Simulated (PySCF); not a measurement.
PySCF input for C4H8BN, SMILES NB1CC=CC1, TDDFT-PBE/def2-SVPD. The structure is a stationary point at PBE0-D3(BJ)/def2-SVP. This is a generated structure with no PubChem entry under its InChIKey; it may be hypothetical. One conformer was computed; it need not be the lowest.

```python
import numpy as np
from pyscf import gto, scf, dft, tdscf

mol = gto.M(
    atom='''
    N     0.00000000    0.00000000    2.18557576
    B     0.00000000    0.00000000    0.79201626
    C    -0.00000000   -1.29124087   -0.14478950
    C     0.00000000   -0.67044929   -1.51726597
    C     0.00000000    0.67044929   -1.51726597
    C    -0.00000000    1.29124087   -0.14478950
    H     0.00000000    0.84607600    2.73950968
    H     0.00000000   -0.84607600    2.73950969
    H    -0.87855603   -1.94389422    0.01934859
    H     0.87855603   -1.94389422    0.01934859
    H     0.00000000   -1.26772548   -2.43542981
    H     0.00000000    1.26772548   -2.43542981
    H    -0.87855603    1.94389423    0.01934859
    H     0.87855603    1.94389423    0.01934858
    ''',
    basis='def2-SVPD',
    charge=0,
    spin=0,
    symmetry=True,
    max_memory=1600,
    verbose=4,
)
mf = dft.RKS(mol, xc='pbe').density_fit(auxbasis='def2-universal-jkfit')
mf.grids.level = 3
mf.conv_tol = 1e-9
mf.max_cycle = 100
mf.kernel()
mf.grids = dft.Grids(mol).set(level=1).build(with_non0tab=True)  # coarser grid for the response kernel
td = tdscf.TDDFT(mf)
td.singlet = True
td.nstates = 10
td.conv_tol = 1e-4
td.positive_eig_threshold = 1e-6
td.kernel(x0=td.get_init_guess(mf, 15))
td.analyze()
tt = tdscf.TDA(mf)
tt.singlet = False
tt.nstates = 4
tt.conv_tol = 1e-4
tt.positive_eig_threshold = 1e-6
tt.kernel(x0=tt.get_init_guess(mf, 9))
tt.analyze(verbose=3)
```

Log of the run:

```
PySCF version 2.14.0

[INPUT] verbose = 4
[INPUT] num. atoms = 14
[INPUT] num. electrons = 44
[INPUT] charge = 0
[INPUT] spin (= nelec alpha-beta = 2S) = 0
[INPUT] symmetry True subgroup None
[INPUT] Mole.unit = angstrom
[INPUT] Symbol           X                Y                Z      unit          X                Y                Z       unit  Magmom
[INPUT]  1 N      0.000000000000   0.000000000000   2.185575760000 AA    0.000000000000   0.000000000000   4.130139610888 Bohr   0.0
[INPUT]  2 B      0.000000000000   0.000000000000   0.792016260000 AA    0.000000000000   0.000000000000   1.496693817602 Bohr   0.0
[INPUT]  3 C      0.000000000000  -1.291240870000  -0.144789500000 AA    0.000000000000  -2.440091605145  -0.273612500713 Bohr   0.0
[INPUT]  4 C      0.000000000000  -0.670449290000  -1.517265970000 AA    0.000000000000  -1.266965538509  -2.867217141423 Bohr   0.0
[INPUT]  5 C      0.000000000000   0.670449290000  -1.517265970000 AA    0.000000000000   1.266965538509  -2.867217141423 Bohr   0.0
[INPUT]  6 C      0.000000000000   1.291240870000  -0.144789500000 AA    0.000000000000   2.440091605145  -0.273612500713 Bohr   0.0
[INPUT]  7 H      0.000000000000   0.846076000000   2.739509680000 AA    0.000000000000   1.598851920568   5.176923010795 Bohr   0.0
[INPUT]  8 H      0.000000000000  -0.846076000000   2.739509690000 AA    0.000000000000  -1.598851920568   5.176923029692 Bohr   0.0
[INPUT]  9 H     -0.878556030000  -1.943894220000   0.019348590000 AA   -1.660230281785  -3.673427690925   0.036563535996 Bohr   0.0
[INPUT] 10 H      0.878556030000  -1.943894220000   0.019348590000 AA    1.660230281785  -3.673427690925   0.036563535996 Bohr   0.0
[INPUT] 11 H      0.000000000000  -1.267725480000  -2.435429810000 AA    0.000000000000  -2.395653958333  -4.602295336502 Bohr   0.0
[INPUT] 12 H      0.000000000000   1.267725480000  -2.435429810000 AA    0.000000000000   2.395653958333  -4.602295336502 Bohr   0.0
[INPUT] 13 H     -0.878556030000   1.943894230000   0.019348590000 AA   -1.660230281785   3.673427709822   0.036563535996 Bohr   0.0
[INPUT] 14 H      0.878556030000   1.943894230000   0.019348580000 AA    1.660230281785   3.673427709822   0.036563517099 Bohr   0.0

nuclear repulsion = 209.997364809806
point group symmetry = C2v
symmetry origin: [0.00000000e+00 8.58966433e-10 3.43586569e-09]
symmetry axis x: [ 1.00000000e+00 -5.28646151e-18  9.95678973e-11]
symmetry axis y: [0.00000000e+00 1.00000000e+00 5.96005998e-10]
symmetry axis z: [-9.95678973e-11 -5.96005714e-10  1.00000000e+00]
num. orbitals of irrep A1 = 68
num. orbitals of irrep A2 = 28
num. orbitals of irrep B1 = 32
num. orbitals of irrep B2 = 56
number of shells = 80
number of NR pGTOs = 260
number of NR cGTOs = 184
basis = def2-SVPD
ecp = {}


[settings echo left out]
init E= -236.765126226776
HOMO (B1) = -0.297721055680392  LUMO (A2) = -0.0932736581595204  gap/eV = 5.56330
cycle= 1 E= -236.279942034513  delta_E= 0.485  |g|= 0.659  |ddm|= 8.13
HOMO (B1) = -0.1069068194385  LUMO (A1) = 0.00891753260716754  gap/eV = 3.15174
cycle= 2 E= -236.064563848659  delta_E= 0.215  |g|= 1.11  |ddm|= 3.57
HOMO (B1) = -0.203377971037995  LUMO (A1) = -0.013315889298775  gap/eV = 5.17185
cycle= 3 E= -236.400714018972  delta_E= -0.336  |g|= 0.0575  |ddm|= 2.41
HOMO (B1) = -0.20348339412744  LUMO (A1) = -0.011269160805381  gap/eV = 5.23042
cycle= 4 E= -236.401530069347  delta_E= -0.000816  |g|= 0.0195  |ddm|= 0.275
HOMO (B1) = -0.203172156651784  LUMO (A1) = -0.0116750137276282  gap/eV = 5.21090
cycle= 5 E= -236.401605795888  delta_E= -7.57e-05  |g|= 0.0102  |ddm|= 0.0586
HOMO (B1) = -0.202920259249207  LUMO (A1) = -0.011685696632318  gap/eV = 5.20376
cycle= 6 E= -236.401630007771  delta_E= -2.42e-05  |g|= 0.00223  |ddm|= 0.0163
HOMO (B1) = -0.202889569652626  LUMO (A1) = -0.0117366969420218  gap/eV = 5.20153
cycle= 7 E= -236.401631007658  delta_E= -1e-06  |g|= 0.000769  |ddm|= 0.00384
HOMO (B1) = -0.202985311164523  LUMO (A1) = -0.0117421993829212  gap/eV = 5.20399
cycle= 8 E= -236.4016311659  delta_E= -1.58e-07  |g|= 0.000164  |ddm|= 0.00139
HOMO (B1) = -0.202971100861386  LUMO (A1) = -0.0117472555624167  gap/eV = 5.20347
cycle= 9 E= -236.401631172401  delta_E= -6.5e-09  |g|= 4.81e-05  |ddm|= 0.000591
HOMO (B1) = -0.202975999658913  LUMO (A1) = -0.0117466599487992  gap/eV = 5.20362
cycle= 10 E= -236.401631173055  delta_E= -6.54e-10  |g|= 5.39e-06  |ddm|= 0.000126
HOMO (B1) = -0.20297480787486  LUMO (A1) = -0.0117466218617883  gap/eV = 5.20358
Extra cycle  E= -236.401631173055  delta_E= 5.12e-13  |g|= 5.42e-06  |ddm|= 3.75e-05
converged SCF energy = -236.401631173055
tot grids = 50800
Overwritten attributes  positive_eig_threshold  of <class 'pyscf.tdscf.rks.CasidaTDDFT'>


******** <class 'pyscf.tdscf.rks.CasidaTDDFT'> for <class 'pyscf.df.df_jk.DFSymAdaptedRKS'> ********
nstates = 10 singlet
deg_eia_thresh = 1.000e-03
wfnsym = None
conv_tol = 0.0001
eigh lindep = 1e-12
eigh level_shift = 0
eigh max_cycle = 100


Excitation energies (eV)
[5.20892941 5.42394074 6.17206042 6.3911283  6.44825642 6.51058132
 6.51709366 6.63680769 6.7187131  7.0722518 ]

** Singlet excitation energies and oscillator strengths **
Excited State   1:   B1      5.20893 eV    238.02 nm  f=0.0001
      22 -> 23       -0.70700
Excited State   2:   A1      5.42394 eV    228.59 nm  f=0.0000
      22 -> 25       -0.70286
Excited State   3:   B1      6.17206 eV    200.88 nm  f=0.0027
      22 -> 26       -0.70676
Excited State   4:   B2      6.39113 eV    193.99 nm  f=0.0025
      20 -> 24       -0.19764
      21 -> 23       -0.62309
      22 -> 24        0.26435
Excited State   5:   B2      6.44826 eV    192.28 nm  f=0.0921
      20 -> 24       -0.42397
      21 -> 23        0.33193
      22 -> 24        0.44881
Excited State   6:   B1      6.51058 eV    190.43 nm  f=0.0015
      21 -> 24        0.70645
Excited State   7:   A2      6.51709 eV    190.24 nm  f=0.0000
      22 -> 27        0.70605
Excited State   8:   A2      6.63681 eV    186.81 nm  f=0.0000
      21 -> 25       -0.70288
Excited State   9:   B1      6.71871 eV    184.54 nm  f=0.0229
      20 -> 23       -0.70495
Excited State  10:   B1      7.07225 eV    175.31 nm  f=0.0093
      22 -> 28        0.70590

** Transition electric dipole moments (AU) **
state          X           Y           Z        Dip. S.      Osc.
  1        -0.0254      0.0000      0.0000      0.0006      0.0001
  2         0.0000      0.0000      0.0178      0.0003      0.0000
  3         0.1347     -0.0000      0.0000      0.0181      0.0027
  4         0.0000     -0.1273      0.0000      0.0162      0.0025
  5         0.0000     -0.7637      0.0000      0.5832      0.0921
  6         0.0966      0.0000     -0.0000      0.0093      0.0015
  7        -0.0000      0.0000     -0.0000      0.0000      0.0000
  8        -0.0000     -0.0000     -0.0000      0.0000      0.0000
  9        -0.3732     -0.0000     -0.0000      0.1393      0.0229
 10         0.2316     -0.0000      0.0000      0.0536      0.0093

** Transition velocity dipole moments (imaginary part, AU) **
state          X           Y           Z        Dip. S.      Osc.
  1        -0.0015     -0.0000     -0.0000      0.0000      0.0000
  2         0.0000     -0.0000      0.0009      0.0000      0.0000
  3         0.0439     -0.0000     -0.0000      0.0019      0.0057
  4         0.0000     -0.0269     -0.0000      0.0007      0.0020
  5         0.0000     -0.1802      0.0000      0.0325      0.0914
  6         0.0240     -0.0000      0.0000      0.0006      0.0016
  7         0.0000      0.0000      0.0000      0.0000      0.0000
  8        -0.0000     -0.0000     -0.0000      0.0000      0.0000
  9        -0.1094     -0.0000     -0.0000      0.0120      0.0323
 10         0.0743     -0.0000     -0.0000      0.0055      0.0142

** Transition magnetic dipole moments (imaginary part, AU) **
state          X           Y           Z
  1         0.0000      0.0763     -0.0000
  2        -0.0000      0.0000      0.0000
  3         0.0000      0.7633     -0.0000
  4         1.2492     -0.0000     -0.0000
  5         0.8584     -0.0000     -0.0000
  6        -0.0000      0.6108      0.0000
  7        -0.0000     -0.0000      0.2944
  8         0.0000     -0.0000     -1.0704
  9        -0.0000      0.8612      0.0000
 10         0.0000     -0.1171     -0.0000
Overwritten attributes  positive_eig_threshold  of <class 'pyscf.tdscf.rks.TDA'>


******** <class 'pyscf.tdscf.rks.TDA'> for <class 'pyscf.df.df_jk.DFSymAdaptedRKS'> ********
nstates = 4 triplet
deg_eia_thresh = 1.000e-03
wfnsym = None
conv_tol = 0.0001
eigh lindep = 1e-12
eigh level_shift = 0
eigh max_cycle = 100


Excitation energies (eV)
[4.31885625 5.1680676  5.21567505 6.07812072]

** Triplet excitation energies and oscillator strengths **
Excited State   1:   B2      4.31886 eV    287.08 nm  f=0.0000
Excited State   2:   B1      5.16807 eV    239.90 nm  f=0.0000
Excited State   3:   A1      5.21568 eV    237.71 nm  f=0.0000
Excited State   4:   B1      6.07812 eV    203.98 nm  f=0.0000
```

Self-consistency was reached.
